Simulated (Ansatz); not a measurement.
Gas-phase electronic energies from Ansatz, PBE0-D4/def2-TZVP geometries. CCSD(T)/CBS is the MP2 limit (def2-TZVPP, def2-QZVPP) plus CCSD(T) − MP2 in def2-TZVPP, frozen cores. DFT in def2-TZVPP. Elements past krypton have def2 core potentials. For Ge, In outer-core shells are correlated without core-valence functions, which leaves a few kJ/mol of doubt a bond. Scalar relativity is left out up to krypton. Each species was taken in one conformer, which may not be the lowest.

Reaction (cleavage of the Si–Ge bond): `[OH][Ge]([OH])([F])[SiH3]` + `[OH][In]([Cl])[Cl]` → `[SiH3][O][In]([Cl])[Cl]` + `[OH][GeH]([OH])[F]`

`[OH][Ge]([OH])([F])[SiH3]`:

Z-matrix (Å, degrees):
```
Ge
O 1 1.758
F 1 1.747 2 108.8
O 1 1.768 2 107.2 3 -111.0
Si 1 2.379 2 110.1 3 120.5
H 2 0.962 1 112.3 3 77.0
H 4 0.961 1 111.7 2 131.1
H 5 1.483 1 107.9 2 -176.2
H 5 1.482 1 108.5 2 -56.2
H 5 1.482 1 108.3 2 64.2
```

`[OH][In]([Cl])[Cl]`:

Cartesian coordinates in Å:
```
O 0.380 -0.826 1.282
In 0.122 0.175 -0.384
Cl -1.947 1.077 -0.863
Cl 1.872 0.438 -1.838
H -0.427 -0.864 1.804
```

`[SiH3][O][In]([Cl])[Cl]`:

Cartesian coordinates in Å:
```
Si 0.703 -0.044 1.356
O 0.673 0.128 -0.274
In -0.673 0.083 -1.683
Cl -2.874 -0.293 -1.146
Cl 0.013 0.413 -3.841
H -0.648 -0.382 1.886
H 1.158 1.226 1.982
H 1.648 -1.132 1.719
```

`[OH][GeH]([OH])[F]`:

```xyz
7

O     0.719   -1.253    0.305
Ge   -0.258    0.042   -0.372
O     0.606    1.548   -0.173
F    -1.703    0.052    0.590
H     0.199   -1.871    0.825
H    -0.652   -0.112   -1.833
H     1.088    1.594    0.657
```

(1) Is it downhill or uphill in electronic energy at CCSD(T)/CBS, and by how much? (Estimate.)

(2) What do these levels give: PBE-D4, BLYP-D4, r2SCAN-D4, r2SCAN0-D4, BLYP, r2SCAN, BHLYP, CAM-B3LYP, MP2/def2-TZVPP, CCSD/def2-TZVPP, HF/def2-QZVPP, MP2/def2-QZVPP? (Best estimate.)

Largest T1 diagnostic among the species: 0.014.

Answers

(1) Computed: Downhill: ΔE = -81.7 kJ/mol.

(2) Computed: PBE-D4 -51.3, BLYP-D4 -63.4, r2SCAN-D4 -72.4, r2SCAN0-D4 -79.1, BLYP -64.1, r2SCAN -72.4, BHLYP -90.2, CAM-B3LYP -83.0, MP2/def2-TZVPP -89.1, CCSD/def2-TZVPP -87.2, HF/def2-QZVPP -113.5, MP2/def2-QZVPP -89.0 kJ/mol.

Leaving LDA and LC-ωPBE aside and taking each functional with its dispersion term where it has one, the values, not all of them listed here, spread over 38.3 kJ/mol, from BHLYP-D4 to revPBE-D4. LDA lies −4.7 kJ/mol from PBE without D4. From BLYP to BHLYP (50 % exact exchange), in def2-TZVPP and without D4, ΔE moves by −26.1 kJ/mol. In def2-TZVPP, CCSD(T) changes the Hartree–Fock value by +27.1 kJ/mol (the triples alone add +3.6 kJ/mol) and MP2 by +21.5 kJ/mol.
